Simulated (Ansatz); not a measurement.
FH7OSi3, SMILES `O[Si](F)([SiH3])[SiH3]` at its PBE0-D4/def2-TZVP geometry, where that method's forces vanish. The species carries charge 0 and has multiplicity 1.

```xyz
12

O     0.6216    1.5127   -1.2456
Si    0.1213    0.6926    0.0869
F    -0.0902    1.7270    1.3025
Si   -1.9687   -0.3279   -0.2741
Si    1.8711   -0.7675    0.6385
H    -0.0008    2.0908   -1.6909
H    -2.4992   -0.9089    0.9875
H    -1.8247   -1.4140   -1.2812
H    -2.9433    0.6725   -0.7942
H     3.1416   -0.0223    0.8401
H     1.5256   -1.4972    1.8880
H     2.0458   -1.7578   -0.4573
```

**Question.** What forces (eV/Å) does r2SCAN-D4/def2-TZVPP give on these atoms in the Gaussian-basis code of Ansatz? (An estimate is asked.)

**Answer.** Ansatz gave: 
```
O1   0.054  0.026 -0.046
Si2 -0.031 -0.078  0.011
F3  -0.003  0.041  0.055
Si4  0.005 -0.011  0.003
Si5 -0.003 -0.007  0.000
H6  -0.021  0.016 -0.022
H7  -0.003  0.006 -0.024
H8  -0.014  0.016  0.017
H9   0.009 -0.017  0.007
H10 -0.012 -0.016 -0.001
H11  0.013  0.010 -0.022
H12  0.006  0.013  0.022
```
